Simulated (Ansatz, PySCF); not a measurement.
Energy difference R1 + 0.5 R2 → P1, each structure at its B3LYP-D3(BJ)/def2-TZVP stationary point, reached from a drawn start (curvature not checked).
R1: SO2 (SMILES O=S=O), charge 0, multiplicity 1.
P1, O3S (SMILES O=S(=O)=O) (charge 0, multiplicity 1):
```xyz
4

O     -0.71552    -1.23401    -0.02372
S     -0.00003     0.00000     0.00000
O     -0.71066     1.23696    -0.01391
O      1.42610    -0.00296     0.03763
```
R2: O2 (SMILES O=O), charge 0, multiplicity 3.

P less R. No zero-point or thermal terms; singlets are restricted closed shells; open shells are unrestricted; no spin–orbit coupling.

Cores are frozen in the correlated methods.

Run with Ansatz (Gaussian basis) for Hartree–Fock, density functionals and correlated methods; PySCF for the D3/D4 terms. Each number belongs to the level named beside it.

Question: One of these levels gives -1.210 eV for the reaction energy. Name it.
A. PBE0/def2-TZVPP
B. HF/cc-pV(Q+d)Z
C. MP2/cc-pV(T+d)Z
D. revPBE-D4/def2-TZVPP

Answer: C, MP2/cc-pV(T+d)Z. The others give -0.706 (HF/cc-pV(Q+d)Z), -0.982 (revPBE-D4/def2-TZVPP), -1.091 (PBE0/def2-TZVPP)

Ansatz is an electronic-structure program.
